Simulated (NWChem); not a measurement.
Species: CAlClF₄; SMILES [F][Al]([Cl])[C](F)(F)F

```xyz
7

Al     0.5050    -0.6144     0.0151
C     -0.2160     1.2590    -0.0340
F     -1.2445     1.3830    -0.8880
F      0.7047     2.1637    -0.3926
F     -0.6708     1.6212     1.1813
Cl    -0.7764    -2.2449     0.0553
F      2.1408    -0.8421     0.0501
```
Atoms are numbered in this order, from 1.

Results from NWChem. Pople sets run with spherical d functions. Geometry: optimised at PBE0/def2-SVP. Vzz is the largest principal value of the second derivative of the potential at the nucleus (NWChem prints the opposite sign); η is the asymmetry. Non-relativistic.

```tsv
level	Vzz Al1 (a.u.)	η Al1	Vzz Cl6 (a.u.)	η Cl6	relative time
PBE0/6-31G*	0.826	0.33	1.394	0.31	1
PBE0/cc-pVTZ	1.126	0.24	1.279	0.36	4
PBE/cc-pVTZ	1.095	0.24	1.253	0.39	5
PBE/6-31G*	0.771	0.35	1.357	0.34	1
```

The last column is a rough cost ratio, cheapest run = 1.
